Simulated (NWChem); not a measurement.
System: H3O cation; SMILES [OH3+]

```xyz
4

O      0.0000     0.0000     0.0788
H      0.6693     0.6693    -0.2074
H      0.2450    -0.9143    -0.2074
H     -0.9143     0.2450    -0.2074
```
Atoms are numbered in this order, from 1.

Results from NWChem. Pople sets run with spherical d functions. Coordinates come from a B3LYP/6-31G* (spherical d) optimisation. Isotropic indirect couplings, all four terms, static geometry, non-relativistic.

Question: What does the run give for B3LYP/6-31G**? Quantities: J(17O atom 1, 1H atom 3) (Hz); J(1H atom 3, 1H atom 4) (Hz).

Answer: J(17O atom 1, 1H atom 3) (Hz): -117.0
J(1H atom 3, 1H atom 4) (Hz): -6.1
